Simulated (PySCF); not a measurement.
**How methods differ on the excitation energy of P⁺**

P⁺ [Ne] 3s2 3p2 (3P) → P⁺ [Ne] 3s2 3p1 4s1 (3P), as a difference of total energies. Computed with PySCF 2.14 in aug-cc-pVQZ-DK (7s6p4d3f2g, 84 functions), with scalar relativity by spin-free X2C-1e. Correlated levels: valence: [Ne] frozen. The calculations carry no spin-orbit coupling.

| method | excitation energy (eV) |
| --- | --- |
| UHF | 10.505 |
| MP2 (valence) | 10.706 |
| SCS-MP2 (valence) | 10.677 |
| CCSD (valence) | 10.709 |
| CCSD(T) (valence) | 10.710 |

**Question.** How much does correlation contribute at CCSD(T) (valence)?

**Answer.** 10.710 − (10.505) = 0.205 eV, measured against UHF.

Errors of the correlated levels include the incompleteness of this basis and the frozen core.

For comparison: 10.740 eV (measured; NIST levels, between the centres of gravity of the two terms).
